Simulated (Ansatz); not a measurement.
A structure relaxed at r2SCAN-D4/def2-SVP in Ansatz, charge 0, singlet:

```xyz
56

Ga   -2.181   -1.230   -0.090
Ga   -1.173   -0.923    3.106
Ga   -0.849   -3.734    1.570
Ga    0.720   -2.228   -0.894
Ga    1.699   -1.910    2.311
Ga   -2.605    1.736    1.442
Ga   -3.576    1.333   -1.601
Ga   -0.596    0.219   -2.424
Ga   -1.035    3.170   -0.868
Ga    0.361    0.568    0.598
Ga    3.423   -0.336   -0.227
Ga    2.120    2.086   -1.742
Ga    2.435   -0.733   -3.266
N    -1.901   -2.019    1.707
N    -3.222    0.436    0.170
N    -2.305    0.733    3.153
N    -0.401   -0.631   -0.664
N     0.542   -0.311    2.342
N     0.910   -2.985    0.928
N     2.501   -1.531   -1.415
N     3.436   -1.241    1.563
N    -0.782    2.149    0.803
N    -1.687    1.840   -2.091
N     1.226    0.839   -2.898
N     0.832    3.599   -1.464
N     2.136    1.146   -0.005
H    -2.922   -2.224   -1.039
H    -1.061   -1.469    4.567
H    -1.469   -4.631    0.444
H    -0.621   -4.258    3.042
H     0.208   -3.299   -1.906
H     1.986   -2.517    3.723
H    -3.466    2.999    1.770
H    -4.104    0.267   -2.622
H    -4.353    2.673   -1.297
H    -1.212   -0.660   -3.557
H    -1.801    4.520   -0.680
H     4.882    0.129   -0.542
H     3.500    2.698   -2.148
H     1.704   -1.729   -4.231
H     3.870   -0.153   -3.574
H    -2.823   -2.356    2.008
H    -4.163    0.134    0.450
H    -3.226    0.463    3.514
H    -1.949    1.373    3.869
H     0.953    0.336    3.024
H     1.478   -3.834    0.817
H     3.091   -2.360   -1.559
H     4.069   -2.044    1.495
H     3.896   -0.636    2.251
H    -0.372    2.797    1.484
H    -1.813    2.282   -3.010
H     1.139    1.267   -3.827
H     0.760    4.106   -2.352
H     1.244    4.290   -0.830
H     2.548    1.794    0.676
```

Task: Give its formula and point group.

Result: Ga13N13H30, a nanocrystal cut from zinc blende GaN (hydrogen-capped). Point group C3v (tolerance 0.1 Å).

Task: Summarise the bond lengths by kind (pairs closer than 1.2 times the sum of covalent radii, bridged metal pairs left out).

Result: 37 × Ga–N 1.90 to 2.02 Å; 15 × Ga–H 1.56 to 1.58 Å; 15 × H–N 1.02 to 1.03 Å.

Single mean-field runs in def2-SVP are fitted with def2-universal-jkfit.
